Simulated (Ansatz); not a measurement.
The cluster SrO2. The state is a triplet with charge 0. Geometry PBE-D4/def2-TZVP; atoms count from 1.

```xyz
3

Sr   -0.7810    1.2783   -0.0719
O     0.5989   -0.5474   -0.5963
O     0.1822   -0.7309    0.6682
```

In the def2 sets Sr takes a core potential; there is no spin–orbit coupling. The structure holds 1 bond(s) between oxygen atoms. At PBE0-D4/def2-TZVP a singlet of charge 0 lies 0.12 eV below the triplet, each at its own geometry. The structure comes from a short search, and lower isomers may exist.

Problem. Estimate the Mulliken populations from the PBE0/def2-TZVP orbitals of Ansatz.

Solution. 
```json
{"atom": "Sr1", "charge (e)": "0.67", "spin (α − β)": "0.98"}
{"atom": "O2", "charge (e)": "-0.34", "spin (α − β)": "0.51"}
{"atom": "O3", "charge (e)": "-0.34", "spin (α − β)": "0.51"}
```
Mulliken values and Mayer orders depend strongly on the basis.

Problem. Where does the spin sit?

Solution. Summed by element: Sr 0.98, O 1.02, of 2 unpaired in all. Largest on single atoms: Sr1 0.98, O2 0.51, O3 0.51.

Problem. And the Mayer bond orders between bonded heavy atoms (over 0.3)?

Solution. Sr1–O2 0.30 (2.35 Å); Sr1–O3 0.30 (2.35 Å); O2–O3 1.25 (1.34 Å).
